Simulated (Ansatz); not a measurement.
Ansatz (a quantum-chemistry and plane-wave program) input file for Si(I)2(OH)2 (H₂I₂O₂Si), SMILES O[Si](O)(I)I, CAM-B3LYP/def2-SVPD. The structure is a stationary point at PBE-D3(BJ)/def2-SVP. This is a generated structure with no PubChem entry under its InChIKey; it may be hypothetical. The def2 effective core potentials stand for the cores of I; spin–orbit coupling is left out. Other conformers were not sampled.

Ansatz 0.2 input:
```yaml
crystal:
  periodic: [false, false, false]
  atoms:
    - {symbol: O, position_ang: [-0.09582082, 1.39461059, -1.82118475]}
    - {symbol: Si, position_ang: [-0.00000000, -0.00000000, -0.91616700]}
    - {symbol: O, position_ang: [0.09582083, -1.39461059, -1.82118474]}
    - {symbol: I, position_ang: [-2.04569635, 0.00161054, 0.43800062]}
    - {symbol: I, position_ang: [2.04569635, -0.00161054, 0.43800062]}
    - {symbol: H, position_ang: [0.74859634, 1.66134921, -2.23138596]}
    - {symbol: H, position_ang: [-0.74859634, -1.66134922, -2.23138595]}
basis:
  gaussian:
    orbitals: def2-SVPD
hamiltonian:
  xc: {name: CAM-B3LYP}
```

Log of the run:

```
WARN ansatz: RAYON_NUM_THREADS=1 ignored (pool sized by the plan → 1); use --threads N
Functional definition: CAM-B3LYP
integrals: 0.14 GiB planned
1577 factors; their error is unknown
integrals: 0.17 GiB planned
569 factors; integrals over basis functions are off by at most 3.2e-5 eV
mean field: 1.30 GiB planned
mean field evaluation 1: about -28196.5514 eV, gradient 6.6e1 eV
mean field evaluation 2: about -28189.0204 eV, gradient 9.3e1 eV
mean field evaluation 4: about -28204.1581 eV, gradient 2.1e0 eV
mean field evaluation 8: about -28204.1663 eV, gradient 1.2e-1 eV
mean field evaluation 16: about -28204.4051 eV, gradient 3.7e-4 eV
mean field -28204.40512671 eV, -1036.4927707741 hartree, gradient 4.9e-5 eV, S^2 0.000000; 0 other end points of the search recorded, 0 dependent functions left out
reference -28204.40527718 eV, -1036.4927763039 hartree; 41, 41 occupied and 115, 115 virtual orbitals, 1577 factors
Total energy: -28204.40527718 eV, -1036.4927763039 hartree
```

Self-consistency was reached.

Cost: about 8 core-seconds (a rough figure).
